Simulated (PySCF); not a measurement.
**Level sweep**

CH7B2O2P.
SMILES: `BOB(P)OC`

PySCF, dipoles from the SCF density, polarisabilities from static response with core orbitals frozen. Isolated species at its PBE0-D3(BJ)/def2-SVP geometry (one conformer only).

Task: Compare the levels for these properties.

Result: 

```json
{"level": "LDA/def2-SVPD", "μ (D)": "1.770", "α (Å³)": "12.09", "anisotropy (Å³)": "4.40"}
{"level": "PBE/def2-SVPD", "μ (D)": "1.754", "α (Å³)": "11.89", "anisotropy (Å³)": "4.34"}
{"level": "B3LYP/def2-SVPD", "μ (D)": "1.669", "α (Å³)": "11.41", "anisotropy (Å³)": "3.90"}
{"level": "PBE0/def2-SVPD", "μ (D)": "1.698", "α (Å³)": "11.31", "anisotropy (Å³)": "3.85"}
{"level": "BHandHLYP/def2-SVPD", "μ (D)": "1.621", "α (Å³)": "10.87", "anisotropy (Å³)": "3.46"}
{"level": "CAM-B3LYP/def2-SVPD", "μ (D)": "1.681", "α (Å³)": "11.19", "anisotropy (Å³)": "3.66"}
{"level": "wB97X-D/def2-SVPD", "μ (D)": "1.745", "α (Å³)": "11.16", "anisotropy (Å³)": "3.61"}
{"level": "LC-wPBE/def2-SVPD", "μ (D)": "1.775", "α (Å³)": "10.94", "anisotropy (Å³)": "3.51"}
{"level": "HF/def2-SVPD", "μ (D)": "1.658", "α (Å³)": "10.33", "anisotropy (Å³)": "2.95"}
{"level": "PBE0/6-31G*", "μ (D)": "2.106", "α (Å³)": "9.38", "anisotropy (Å³)": "4.43"}
{"level": "PBE0/def2-SVP", "μ (D)": "1.959", "α (Å³)": "9.56", "anisotropy (Å³)": "4.08"}
{"level": "PBE0/6-31+G*", "μ (D)": "1.876", "α (Å³)": "10.49", "anisotropy (Å³)": "4.12"}
{"level": "PBE0/aug-cc-pVDZ", "μ (D)": "1.729", "α (Å³)": "11.56", "anisotropy (Å³)": "3.97"}
{"level": "PBE0/def2-TZVP", "μ (D)": "1.724", "α (Å³)": "10.91", "anisotropy (Å³)": "4.03"}
{"level": "PBE0/def2-TZVPD", "μ (D)": "1.675", "α (Å³)": "11.52", "anisotropy (Å³)": "3.92"}
```

The anisotropy is √(½[(α1 − α2)² + (α2 − α3)² + (α3 − α1)²]). The dipole runs from 1.62 D (BHandHLYP/def2-SVPD) to 2.11 D (PBE0/6-31G*). No reference polarisability is at hand; against PBE0 in the largest diffuse basis at hand (def2-TZVPD) the other PBE0 rows deviate by 6-31G* -19%, def2-SVP -17%, 6-31+G* -9%, def2-SVPD -2%, aug-cc-pVDZ 0%, def2-TZVP -5%. In one basis (def2-SVPD) the functionals order the polarisability from HF (lowest) to LDA (highest), a spread of 17%. With PBE0 the polarisability is 9.95 Å³ without diffuse functions (mean of 6-31G*, def2-SVP and def2-TZVP) and 11.22 Å³ with them (mean of 6-31+G*, def2-SVPD, aug-cc-pVDZ and def2-TZVPD).
